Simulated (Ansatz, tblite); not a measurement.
Removing and adding an electron: `c1ccc(-c2ccc(-c3ccc(-c4ccc(-c5ccc(-c6ccc(-c7ccc(-c8cccnc8)nc7)nc6)nc5)nc4)nc3)nc2)nc1`. Charge 0, multiplicity 1. Geometry: PBE-D4/def2-SVP. Ansatz, gas phase; energy differences of separate SCF runs; the oxidised species was run as a doublet alone; the reduced species was run as a doublet alone.

```xyz
74

C   -12.095   10.447    2.507
C   -11.011   10.603    3.382
C    -9.907    9.753    3.254
C    -9.913    8.760    2.247
C    -8.782    7.820    2.052
C    -7.573    7.885    2.774
C    -6.564    6.953    2.529
C    -6.769    5.950    1.553
C    -5.753    4.920    1.236
C    -6.015    3.945    0.249
C    -5.056    2.978   -0.043
C    -3.825    2.985    0.656
C    -2.757    1.992    0.403
C    -2.820    1.012   -0.610
C    -1.763    0.117   -0.778
C    -0.637    0.205    0.074
C     0.529   -0.700   -0.044
C     1.563   -0.652    0.915
C     2.660   -1.502    0.795
C     2.725   -2.404   -0.295
C     3.861   -3.330   -0.496
C     4.890   -3.527    0.449
C     5.933   -4.409    0.168
C     5.944   -5.100   -1.067
C     7.020   -6.043   -1.448
C     7.038   -6.614   -2.738
C     8.062   -7.488   -3.096
C     9.078   -7.791   -2.159
C    10.212   -8.696   -2.473
C    10.436   -9.240   -3.755
C    11.534  -10.082   -3.960
C    12.381  -10.358   -2.875
N    12.191   -9.852   -1.645
C    11.138   -9.047   -1.459
N     9.053   -7.262   -0.915
C     8.069   -6.430   -0.579
N     4.957   -4.918   -1.976
C     3.965   -4.075   -1.698
N     1.741   -2.444   -1.223
C     0.695   -1.629   -1.099
N    -0.576    1.136    1.055
C    -1.588    1.988    1.206
N    -3.571    3.915    1.605
C    -4.494    4.836    1.878
N    -7.925    5.886    0.852
C    -8.882    6.781    1.093
N   -10.965    8.613    1.409
C   -12.014    9.430    1.540
H   -12.983   11.093    2.570
H   -11.023   11.382    4.160
H    -9.053    9.859    3.938
H    -7.406    8.666    3.530
H    -5.623    7.010    3.093
H    -6.986    3.980   -0.265
H    -5.269    2.217   -0.807
H    -3.691    0.943   -1.279
H    -1.820   -0.649   -1.565
H     1.471    0.071    1.739
H     3.469   -1.456    1.537
H     4.881   -2.997    1.413
H     6.736   -4.554    0.904
H     6.228   -6.347   -3.433
H     8.069   -7.934   -4.101
H     9.767   -9.004   -4.595
H    11.734  -10.518   -4.951
H    13.258  -11.018   -3.006
H    10.984   -8.632   -0.449
H     8.108   -6.045    0.455
H     3.174   -3.947   -2.457
H    -0.063   -1.709   -1.898
H    -1.509    2.738    2.011
H    -4.218    5.560    2.665
H    -9.812    6.705    0.506
H   -12.848    9.270    0.832
```

The xTB rows come from tblite. Single mean-field runs in def2-SVP are fitted with def2-universal-jkfit. HOMO above LUMO, or a gap near zero within one spin, warns that the state may not be the lowest or that an electron is smeared out.

```json
{"level": "GFN2-xTB", "−HOMO (eV)": "9.88", "vertical IE (eV)": "11.06", "−LUMO (eV)": "8.23", "vertical EA (eV)": "7.02", "HOMO–LUMO gap (eV)": "1.65", "IE − EA (eV)": "4.04"}
{"level": "PBE0-D4/def2-SVP", "−HOMO (eV)": "6.18", "vertical IE (eV)": "7.05", "−LUMO (eV)": "2.59", "vertical EA (eV)": "1.81", "HOMO–LUMO gap (eV)": "3.59", "IE − EA (eV)": "5.24"}
```

(1) Estimate the rows for GFN1-xTB, PBE-D4/def2-SVP.

## Answers

(1) 
| level | −HOMO (eV) | vertical IE (eV) | −LUMO (eV) | vertical EA (eV) | HOMO–LUMO gap (eV) | IE − EA (eV) | remarks |
| --- | --- | --- | --- | --- | --- | --- | --- |
| GFN1-xTB | 11.17 | 12.29 | 9.02 | 7.82 | 2.15 | 4.46 | – |
| PBE-D4/def2-SVP | 5.36 | 6.59 | 3.22 | 2.11 | 2.14 | 4.48 | gap within one spin near zero (+1 doublet) |

   Raw xTB energy differences between charge states are shifted by several eV; the methods need an empirical correction for them. Sets without diffuse functions give affinities that are too small.
